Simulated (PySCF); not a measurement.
A structure optimised at PBE0-D3(BJ)/def2-SVP, used in a PySCF frequency run:

```
B
N 1 1.4407
C 2 1.4366 1 123.03
H 3 1.0979 2 110.30 1 4.93
H 3 1.1078 4 107.57 2 -121.36
H 3 1.1089 4 108.04 5 -114.84
C 2 1.4366 3 113.94 4 -175.07
H 7 1.0979 2 110.30 3 -175.07
H 7 1.1078 8 107.57 2 -121.36
H 7 1.1089 8 108.04 9 -114.84
N 1 1.4407 2 120.00 3 33.19
C 11 1.4366 1 123.03 2 -146.81
H 12 1.0979 11 110.30 1 4.93
H 12 1.1078 13 107.57 11 -121.36
H 12 1.1089 13 108.04 14 -114.84
C 11 1.4366 12 113.94 13 -175.07
H 16 1.0979 11 110.30 12 -175.07
H 16 1.1078 17 107.57 11 -121.36
H 16 1.1089 17 108.04 18 -114.84
N 1 1.4407 2 120.00 3 -146.81
C 20 1.4366 1 123.03 2 -146.81
H 21 1.0979 20 110.30 1 4.93
H 21 1.1078 22 107.57 20 -121.36
H 21 1.1089 22 108.04 23 -114.84
C 20 1.4366 21 113.94 22 -175.07
H 25 1.0979 20 110.30 21 -175.07
H 25 1.1078 26 107.57 20 -121.36
H 25 1.1089 26 108.04 27 -114.84
```

Question: Write its SMILES, formula and point group.

Answer: CN(C)B(N(C)C)N(C)C, C6H18BN3, D3

Question: What are its rotational constants (standard atomic weights)?

Answer: 1.3113, 1.3113, 0.75759 GHz
